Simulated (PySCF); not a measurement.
# Electron correlation in Kr⁺ (krypton, charge +1)

[Ar] 3d10 4s2 4p5, 2P determinant. All numbers are calculated (PySCF 2.14, the spin-free X2C one-electron Hamiltonian (Gaussian nucleus), in aug-cc-pVTZ-DK (7s6p4d2f, 59 functions)). Frozen: [Ar] 3d10; 7 electrons correlated.

MP2 pair energies summed by pair of shells (mhartree):

```json
{"pair": "4p-4p", "energy": "-86.39", "share (%)": "62.0"}
{"pair": "4s-4p", "energy": "-45.16", "share (%)": "32.4"}
{"pair": "4s-4s", "energy": "-7.86", "share (%)": "5.6"}
```

Total MP2 correlation energy: -139.42 mhartree.

Same-spin part -31.51 and opposite-spin part -107.90 mhartree; SCS-MP2 scales them by 1/3 and 6/5 to -139.99 mhartree.
